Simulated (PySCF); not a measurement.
# Frontier orbitals and the lowest excitations

Compound: C₂H₇NO₄Si.
Structure used (GFN2-xTB), in Å, numbered top down from 1:
```xyz
15
C2H7NO4Si angstrom
C     -1.6168    1.2976   -0.4726
O     -1.1820   -0.0206   -0.6674
Si     0.0281   -0.8167    0.0612
N     -0.1536   -0.8925    1.7707
O      0.0272   -2.2797   -0.6443
C      1.7200    0.0714   -0.1810
O      2.8043   -0.3570    0.1274
O      1.6051    1.2868   -0.7488
H     -0.8278    2.0010   -0.7432
H     -1.8962    1.4614    0.5689
H     -2.4847    1.4538   -1.1136
H     -1.0071   -1.2886    2.1349
H      0.6295   -1.2285    2.3084
H     -0.1344   -2.3764   -1.5800
H      2.4839    1.6961   -0.8427
```

Theory: TDDFT PBE0/def2-SVPD, vertical, gas phase, core orbitals frozen in the response (PySCF 2.14.0, density-fitted response routines). GFN2-xTB frequencies show an imaginary mode (22i cm⁻¹), so this geometry is no minimum at that level.

Frontier orbitals with the atoms that hold most of them (Löwdin shares over 4%, at most four atoms; ? is withheld):

```csv
orbital,ε (eV),atoms
HOMO-3,-9.22,"O2 45%, C1 18%, H11 9%, O5 6%"
HOMO-2,-8.71,"O2 50%, C1 16%, H10 8%, H9 6%"
HOMO-1,-8.17,?
HOMO,?,"O7 49%, C6 14%, O2 10%, O8 8%"
LUMO,-0.65,?
LUMO+1,0.21,"Si3 28%, O5 13%, H14 8%, O2 7%"
LUMO+2,0.56,"O8 36%, H15 19%, O7 11%, C6 6%"
```

Task: Give the leading atoms of the HOMO-1.

Result: N4 (bonded to Si and 2 H) 68%; Si3 (bonded to C, N and 2 O) 8%; H13 (bonded to N) 7%; H12 (bonded to N) 6%. By element: nitrogen 68%, hydrogen 13% or more, silicon 8%.

Task: Which atoms hold the LUMO, and with what shares?

Result: C6 (bonded to 2 O and Si) 38%; O7 (bonded to C) 26%; O8 (bonded to C and H) 14%; Si3 (bonded to C, N and 2 O) 9%. By element: oxygen 40% or more, carbon 38% or more, silicon 9%.

Task: What is the HOMO energy, and the HOMO–LUMO gap?

Result: ε(HOMO) = -7.71 eV; the gap is 7.07 eV (0.2597 hartree).

Task: How does S1 compare with the orbital gap of 7.07 eV?

Result: S1 is at 5.02 eV (f = 0.0037), 2.05 eV below the gap, made of HOMO→LUMO (93%). Without the coupling terms of the response equations the lowest excitation would equal the gap.

Task: One configuration dominates each of S1, S2, S3 and S4. Which, and how do the shares of the two leading atoms of either orbital change from the occupied to the empty one?

Result: 
- S1 (5.02 eV, f 0.0037), HOMO→LUMO (93%): O7 49% → 26%, C6 14% → 38%
- S2 (6.32 eV, f 0.018), HOMO-1→LUMO (98%): N4 68% → at most 9%, Si3 8% → 9%, C6 at most 7% → 38%, O7 at most 7% → 26%
- S3 (6.82 eV, f 0.0019), HOMO-2→LUMO (85%): O2 50% → at most 9%, C1 16% → at most 9%, C6 at most 7% → 38%, O7 at most 7% → 26%
- S4 (6.93 eV, f 0.0040), HOMO→LUMO+1 (82%): O7 49% → at most 7%, C6 14% → at most 7%, Si3 at most 9% → 28%, O5 at most 9% → 13%

Hardware: one thread, Arm Neoverse N1 (aarch64), no GPU, shared host with 64 logical CPUs at a one-minute load of 59. Cost: 88 s, 0.89 GiB resident at most.

One conformer stands for the species.
